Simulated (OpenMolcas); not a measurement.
## Rh4+: effect of the IPEA shift

```json
{
  "Program": "OpenMolcas",
  "Basis": "ANO-RCC-VTZP [7s6p4d2f1g]",
  "Scalar Hamiltonian": "DKH2, point nucleus",
  "Active space": "5 electrons in 5 orbitals (4d)",
  "State averaging": "2S+1 = 6 even, 1 root; 2S+1 = 4 even, 24 roots; 2S+1 = 2 even, 75 roots",
  "Spin-orbit coupling": "state interaction with AMFI integrals over the reference wave functions, term energies averaged over their components"
}
```

Methods on the same reference wave functions:
A. CASSCF
B. MS-CASPT2, IPEA 0 Eh, imaginary shift 0.1 Eh (closed shells correlated: 4s 4p)
C. MS-CASPT2, IPEA 0.25 Eh, imaginary shift 0.1 Eh (closed shells correlated: 4s 4p)

Energies in cm⁻¹ above 4d⁵ ⁶S_5/2.

| Level | A | B | C |
| --- | --- | --- | --- |
| 4d⁵ ⁶S_5/2 | 0.0 | 0.0 | 0.0 |
| 4d⁵ ⁴G_5/2 | 30129 | 26370 | 26470 |
| 4d⁵ ⁴G_7/2 | 30440 | 26740 | 26830 |
| 4d⁵ ⁴G_11/2 | 30526 | 26870 | 26950 |
| 4d⁵ ⁴G_9/2 | 30622 | 26960 | 27040 |
| 4d⁵ ⁴P_5/2 [53 %] | 33819 | 28740 | 28960 |
| 4d⁵ ⁴P_3/2 [57 %] | 34431 | 29370 | 29580 |
| 4d⁵ ⁴P_1/2 [68 %] | 35247 | 30310 | 30530 |
| 4d⁵ ⁴D_7/2 | 37382 | 31670 | 31830 |
| 4d⁵ ⁴D_1/2 [69 %] | 38340 | 32860 | 33050 |
| 4d⁵ ⁴D_5/2 [57 %] | 38895 | 33470 | 33680 |
| 4d⁵ ⁴D_3/2 [56 %] | 38934 | 33570 | 33770 |
| 4d⁵ ²I_11/2 | 43398 | 39010 | 39380 |
| 4d⁵ ²I_13/2 | 44062 | 39770 | 40130 |
| 4d⁵ ²D_3/2(1) [55 %] | 48822 | 42030 | 42510 |
| 4d⁵ ⁴F_7/2 [55 %] | 50024 | 43170 | 43540 |
| 4d⁵ ⁴F_9/2 [73 %] | 50084 | 43230 | 43540 |
| 4d⁵ ⁴F_5/2 | 50965 | 44210 | 44480 |
| 4d⁵ ²F_7/2(1) [59 %] | 51808 | 45360 | 45810 |
| 4d⁵ ⁴F_3/2 [55 %] | 52499 | 45720 | 46120 |
| 4d⁵ ²H_11/2 | 55125 | 49430 | 49970 |
| 4d⁵ ²G_7/2(1) | 55458 | 48040 | 48670 |
| 4d⁵ ²F_5/2(2) [71 %] | 59297 | 50930 | 51500 |
| 4d⁵ ²F_7/2(2) | 59447 | 50940 | 51510 |

Between B and C the level of the table that moves most is 4d⁵ ²G_7/2(1), by 630 cm-1 (lowest in B, highest in C). Moves below CASPT2's spread within the term are not significant.

From A to B the spin-free energies of the other terms of 4d⁵ shown, above ⁶S, scale by factors of 0.85 to 0.90, as is usual when dynamic correlation screens the repulsion within a d or f shell.

The lowest spin-free term lies below A's lowest term by 0.376 hartree in B, 0.364 hartree in C.

CASPT2 breaks the degeneracy within a term, and the mean is taken; among the terms shown or strongly mixed into the levels shown the widest spread is 740 cm-1 (4d⁵ ⁴F, C). Without dynamic correlation excited terms often stand tens of per cent too high (terms of higher spin than the ground term too low), and those without a measured partner can miss by more than the paired ones (holds for A). Blocks of more than 70 roots (2S+1 = 2 even) ran without multistate coupling (holds for B; C). The CASPT2 spread within a term exceeds the gap to the next term for 4d⁵ ²D(1) and 4d⁵ ⁴F, so the order of their levels is uncertain, and so are names and mixing where such terms share a J (holds for C). Only configurations of the active space appear. Levels that lie high or do not pair safely by name in every column are left out.

A share in square brackets marks a mixed level and gives the weight of the term that names it, the lowest over the columns. A number in round brackets counts repeated terms of one configuration in the order of the reference energies.
